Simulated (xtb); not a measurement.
F₃Y, charge +1, doublet, geometry from GFN2-xTB (such geometries of metal compounds can be far from the true shape) (the multiplicity is a formal guess). Base run: xtb with GFN2-xTB.

Geometry (Å):
```xyz
4

Y      0.0881    -0.1862    -0.4436
F     -1.5666    -0.6069     0.7225
F     -0.1223     1.8247    -0.0112
F      1.3073    -0.4112     1.2110
```
Charge +1, spin multiplicity 2.
All else is at xtb's defaults.
Base energy -14.93602 Eh.

The base run was repeated with changes; each row names its change, and settings that it needs were set with it.

| change | ΔE vs base (kcal/mol) | SCF cycles |
|---|---|---|
| base | 0.000 | 72 |
| alpb = acetonitrile | -56.58 | 71 |
| acc = 30 | 0.001 | 65 |
| acc = 0.1 | 0.000 | 76 |
| etemp = 3000 | -15.16 | 30 |
| etemp = 5000 | -29.98 | 35 |
| etemp = 1000 | -3.51 | 56 |
| file = coord | 0.000 | 119 |

ALPB and GBSA are two models with their own fitted parameters for each solvent, which aren't always the measured dielectric constant.
